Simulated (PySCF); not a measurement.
Choosing a basis for TDDFT

Compound: C2H6N2Si2.
SMILES with atom numbers: `[N:1]#[C:2]/[CH:3]=[N:4]\[SiH2:5][SiH3:6]` (hydrogens: H7 on C3; H8, H9 on Si5; H10, H11, H12 on Si6)

TDDFT with PBE0 (PySCF), vertical singlets, core orbitals frozen in the response, spherical d and f functions. Geometry: PBE0-D3(BJ)/def2-SVP, one conformer, isolated molecule.

Q: How do the low singlets change with the basis? Take 6-31G*, def2-SVP, 6-31+G*, def2-SVPD, aug-cc-pVDZ, def2-TZVP and def2-TZVPD.

A: 

| basis | functions | diffuse | S1 (eV) | S2 (eV) | S3 (eV) | S4 (eV) | S5 (eV) | LUMO (eV) | α (au) |
| --- | --- | --- | --- | --- | --- | --- | --- | --- | --- |
| 6-31G* | 104 | no | 3.67 | 5.25 | 5.86 | 6.30 | 6.44 | -2.29 | 79.8 |
| def2-SVP | 122 | no | 3.60 | 5.19 | 5.88 | 6.28 | 6.37 | -2.45 | 84.4 |
| 6-31+G* | 128 | yes | 3.64 | 5.11 | 5.85 | 6.21 | 6.30 | -2.55 | 89.2 |
| def2-SVPD | 176 | yes | 3.60 | 5.02 | 5.83 | 6.15 | 6.29 | -2.61 | 95.6 |
| aug-cc-pVDZ | 200 | yes | 3.62 | 5.04 | 5.81 | 6.17 | 6.24 | -2.56 | 97.6 |
| def2-TZVP | 234 | no | 3.60 | 5.01 | 5.78 | 6.16 | 6.26 | -2.58 | 92.7 |
| def2-TZVPD | 288 | yes | 3.60 | 4.99 | 5.77 | 6.13 | 6.21 | -2.61 | 97.1 |

States are compared by their number. Against the largest diffuse basis here (def2-TZVPD, itself not a converged limit), sets without diffuse functions differ by up to 0.07 eV in S1 and 0.23 eV in S5; the smaller diffuse sets differ by up to 0.04 and 0.09 eV. State by state, the largest deviation of a set without diffuse functions is S1 0.07, S2 0.27, S3 0.11, S4 0.17, S5 0.23 eV. The same number needn't mean the same state in each row. Against def2-TZVPD the polarisability deviates by -18% in 6-31G*, -13% in def2-SVP, -8% in 6-31+G*, -1% in def2-SVPD, +1% in aug-cc-pVDZ, -5% in def2-TZVP. A single + in a Pople set puts diffuse functions on heavy atoms only.
